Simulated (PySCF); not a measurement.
**Interval between two levels of In⁺ by level of theory**

In⁺ [Kr] 4d10 5s2 → In⁺ [Kr] 4d9 5s2 5p1 [3F4, M_J = 4], as a difference of total energies. Calculation: PySCF 2.14, in x2c-SVPall-2c with one added diffuse shell each of s, p type (7s9p4d, 54 functions); the two-component X2C-1e Hamiltonian. Correlated levels: [Ar] 3d10 frozen; the 6 highest virtual spinors dropped. "Screened" scales the spin-orbit matrix elements by Boettger's factors to mimic the two-electron term; Breit and QED terms are absent.

| method | interval between two levels (cm⁻¹) |
| --- | --- |
| GHF (spin-free) | 155840 |
| GMP2 (spin-free) | 156710 |
| GHF (screened spin-orbit) | 154430 |
| GMP2 (screened spin-orbit) | 155210 |

The labels give the starting determinants; with spin-orbit coupling the two ends relaxed to ⟨J²⟩ = 0.00, ⟨L²⟩ = 0.01, ⟨S²⟩ = 0.01 and ⟨J²⟩ = 20.01, ⟨L²⟩ = 12.02, ⟨S²⟩ = 2.02.
